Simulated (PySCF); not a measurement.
C₂HCl₂ (SMILES Cl[C]=CCl), doublet (typed; the unrestricted solution is spin-contaminated), at a GFN2-xTB geometry. Base run: CCSD(T)/3-21G (PySCF).

The PySCF input:
```python
from pyscf import gto, scf, cc

mol = gto.Mole()
mol.atom = '''
    Cl    1.83526378   -0.19392347    0.10983362
    C     0.39670857   -0.97066972    0.11189349
    C    -0.86870077   -0.74728406    0.02765196
    Cl   -1.57280891    0.88873618   -0.16270668
    H    -1.62977964   -1.50409344    0.06156942
'''
mol.basis = '3-21g'
mol.spin = 1
mol.verbose = 5
mol.build()

mf = scf.UHF(mol)
mf.kernel()

mycc = cc.CCSD(mf)
mycc.kernel()
et = mycc.ccsd_t()
print('E(CCSD(T)) = %.10f' % (mycc.e_tot + et))
mf.analyze()
```

Variants of this job, named by their change:

```csv
change,ΔE vs base (kcal/mol),MP2 correlation (Eh),CC correlation without the perturbative part (Eh),basis functions,core-seconds (rough)
base,0.000,-0.25001,-0.28685,46,20
frozen = 13,?,?,?,46,5
cc.diis_space = 10,0.000,-0.25001,-0.28685,46,20
frozen = 11,?,?,?,46,5
density fitting = JK and correlation,0.119,-0.24999,-0.28685,46,20
cc.diis_space = 3,0.000,-0.25001,-0.28685,46,20
cart = on,0.000,-0.25001,-0.28685,46,20
cc.conv_tol = 1e-9,0.000,-0.25001,-0.28685,46,20
method = mp2,?,-0.25001,-,46,1
method = ccsd,5.48,-0.25001,-0.28685,46,10
```

### Question
What belongs in the gaps?

### Answer

- frozen = 13, ΔE vs base (kcal/mol): 25.46
- frozen = 13, MP2 correlation (Eh): -0.21383
- frozen = 13, CC correlation without the perturbative part (Eh): -0.24717
- frozen = 11, ΔE vs base (kcal/mol): 6.61
- frozen = 11, MP2 correlation (Eh): -0.23863
- frozen = 11, CC correlation without the perturbative part (Eh): -0.27665
- method = mp2, ΔE vs base (kcal/mol): 28.60

Open shells are given as the SCF converged; they aren't shown to be the lowest states, and a large step between rows can be another state.
